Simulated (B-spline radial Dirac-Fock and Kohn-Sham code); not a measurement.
**The L3-M23M23 Auger spectrum of Hf⁺**

System: Hf⁺ in the configuration 1s2 2s2 2p6 3s2 3p6 3d10 4s2 4p6 4d10 4f14 5s2 5p6 5d3 (not the ground configuration).

Model: relaxed Dirac-Fock hole states (ΔSCF) with Breit and QED corrections and a finite nucleus. Program: an atomic code on a B-spline grid. The two-hole levels come from diagonalising the Coulomb interaction among the jj configurations; intensities are independent-particle Coulomb rates. Kinetic energies are from the vacuum level. No correlation. Open outer shells are spectators and are not coupled to the holes.

```csv
kinetic energy (eV),J,leading jj holes (weight),leading LS term (weight)
4749.5,0,M2M2 (1.00),³P0 (0.64)
5011.2,2,M2M3 (1.00),¹D2 (0.69)
5020.7,1,M2M3 (1.00),³P1 (1.00)
5256.3,0,M3M3 (1.00),¹S0 (0.64)
5274.4,2,M3M3 (1.00),³P2 (0.69)
```

The intensity is shared as follows: 5274.4 eV 42.4 %, 5011.2 eV 30.9 %, 5020.7 eV 13.5 %, 5256.3 eV 13.0 %, 4749.5 eV 0.2 %.

The strongest line, by its leading LS label ³P2, lies at 5274.4 eV. The mean weight of the leading component is 1.00 in jj and 0.73 in LS coupling, so jj labels describe these levels better.

Values without a named source are computed, but for edge energies of neutral atoms, which are taken from tables.
